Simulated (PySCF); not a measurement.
Z-matrix (Å, degrees):
```
C
C 1 1.3964
H 2 1.0932 1 119.70
C 2 1.4062 3 119.26 1 178.36
C 4 1.4213 2 118.66 3 -178.03
C 5 1.3940 4 121.05 2 -1.29
H 6 1.0922 5 120.23 4 -178.62
C 6 1.4094 7 119.19 5 -177.82
C 4 1.4388 2 129.60 3 0.83
C 9 1.3646 4 112.59 2 -178.94
H 10 1.0896 9 127.29 4 179.94
H 9 1.0906 10 123.63 11 0.04
C 1 1.4702 2 117.59 3 3.33
C 13 1.3410 1 126.32 2 147.27
H 14 1.0930 13 121.13 1 -179.47
H 14 1.0931 15 116.83 13 -178.59
H 13 1.0965 14 118.28 15 -3.03
B 8 1.5386 6 115.74 7 10.53
H 18 1.2033 8 122.21 6 152.59
H 18 1.2089 19 118.80 8 175.30
S 10 1.7434 11 119.17 9 179.96
```
Charge 0, spin multiplicity 1.

What total energy, HOMO–LUMO gap and dipole moment does PBE-D3(BJ)/def2-TZVP // B3LYP-D3(BJ)/def2-SVP in PySCF 2.14.0 give?


```json
{
  "total_energy": "-22012.87 eV",
  "HOMO–LUMO gap": "2.74 eV",
  "dipole_moment": "2.60 D"
}
```
